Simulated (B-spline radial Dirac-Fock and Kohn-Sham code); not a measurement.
# Two-hole binding energies of Cr⁷⁺

System: the Cr⁷⁺ ion, [Ne] 3s2 3p5.

Input file task.json (cfg lists n, l and occupation; rrms is the nuclear radius in fm):

```json
{"items": [{
  "Z": 24,
  "q": 7,
  "cfg": [[1, 0, 2], [2, 0, 2], [2, 1, 6], [3, 0, 2], [3, 1, 5]],
  "A": 52,
  "rrms": 3.6452,
  "do": ["binding", "quiet", "double"]
}]}
```

Command: `python xray_run.py task.json out`

The computed values come from a radial atomic solver: Dirac-Fock energy differences between relaxed states, corrected for Breit and QED terms. U is the two-hole binding energy less the two single-hole energies, the effective repulsion of the holes after relaxation. Each two-hole energy is an average over J within one jj subconfiguration.

```csv
holes,E(a) (eV),E(b) (eV),E(ab) (eV),U (eV)
1s⁻²,6156.1,6156.1,12666.2,353.9
1s⁻¹ 2p1/2⁻¹,6156.1,751.7,7011.5,103.7
2s⁻²,866.2,866.2,1803.1,70.7
2s⁻¹ 2p1/2⁻¹,866.2,751.7,1683.6,65.7
2p1/2⁻²,751.7,751.7,1584.1,80.7
2p1/2⁻¹ 3s⁻¹,751.7,220.7,?,?
```

Problem. Give the missing two-hole energy and U.

Solution. E(ab) = 1006.7 eV and U = 34.3 eV.

Run: 11 s of CPU time on 1 thread of Neoverse-V1 (shared host), peak memory 0.30 GiB.
